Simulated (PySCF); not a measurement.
H₃Al, charge -1, doublet, geometry from GFN2-xTB (such geometries of metal compounds can be far from the true shape) (a state made from the parent by changing its charge; the spin is typed, not shown lowest) (in this run its highest filled SCF level lies above zero, so its values depend strongly on the basis, on diffuse functions most of all). Base run: SVWN5/cc-pVTZ run with PySCF.

Geometry (Å):
```xyz
4

Al    -0.1297    -0.0145     0.0584
H      1.1913    -0.3762     1.0368
H      0.2897     1.5179    -0.4977
H      0.2054    -0.9536    -1.2978
```
Charge -1, spin multiplicity 2.
Orbitals are unrestricted.
All else is at PySCF's defaults.
Base energy -243.11236 Eh.

The base run was repeated with changes; each row names its change, and settings that it needs were set with it.

```tsv
change	ΔE vs base (µEh)	grid points	electrons on the grid
base	0.0	48608	17.00000
grids.prune = dft.gen_grid.sg1_prune	1.4	19352	17.00001
grids.level = 7	-0.6	236528	17.00000
grids.atom_grid = (99, 590)	-0.6	129360	17.00000
grids.level = 1	4.6	13768	16.99998
grids.level = 0	1438	3488	16.99828
grids.becke_scheme = stratmann	0.0	48608	17.00000
grids.atom_grid = (75, 302)	-0.5	58168	17.00000
grids.atom_grid = (50, 194)	4.2	26384	16.99998
grids.prune = dft.gen_grid.treutler_prune	0.0	43096	17.00000
grids.radi_method = delley	0.5	51544	17.00000
```

Open shells are given as the SCF converged; they aren't shown to be the lowest states, and a large step between rows can be another state.
